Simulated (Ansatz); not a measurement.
Reaction (homolysis of the Cl–Si bond): `O[Si](O)(Cl)Cl` → Cl• + `O[Si](O)Cl`•

Calculated with Ansatz (gas phase, PBE0-D4/def2-TZVP geometries, no zero-point term in ΔE). CBS: MP2 limit from def2 TZ/QZ plus the TZ coupled-cluster correction, frozen cores. This one scheme is used for every species, atoms too. Functionals use def2-TZVPP. B3LYP here is the variant with VWN-RPA as its local correlation; programs differ in this. HSE06 is defined as in plane-wave codes. No spin–orbit coupling; open shells (•) take unrestricted orbitals. Spin–orbit coupling would lower the free atoms: a little for Cl. Each species was taken in one conformer, which may not be the lowest.

```tsv
level	ΔE (kcal/mol)
LDA (SPW92)	128.2
B3LYP-D4	111.7
PBE-QIDH	117.0
HSE06	113.1
MP2/def2-SVP	112.7
CCSD/def2-TZVPP	112.1
MP2/def2-QZVPP	121.4
SCS-MP2/def2-QZVPP	118.8
```

(1) What does CCSD(T)/CBS give? (An estimate is asked.)

Largest T1 diagnostic among the species: 0.014.

Answers

(1) Ansatz gave: +118.1 kcal/mol. The listed levels differ from it by 10.1, -6.4, -1.1, -5.0, -5.4, -6.0, 3.3, 0.7 kcal/mol.

From PBE to PBE0 (25 % exact exchange), in def2-TZVPP and without D4, ΔE moves by +1.3 kcal/mol. At CCSD(T), def2-SVP lies −9.2 kcal/mol from the extrapolated value and def2-TZVPP −3.9 kcal/mol: correlation converges slowly with the basis, and small sets miss more of it in the bonded molecule than in its fragments. In def2-TZVPP, CCSD(T) changes the Hartree–Fock value by +24.2 kcal/mol (the triples alone add +2.1 kcal/mol) and MP2 by +29.3 kcal/mol; breaking electron pairs costs correlation energy, which Hartree–Fock lacks.

CCSD(T)/CBS has its own doubt, a few kJ/mol and more with outer-core shells, so smaller differences from it don't rank the levels.
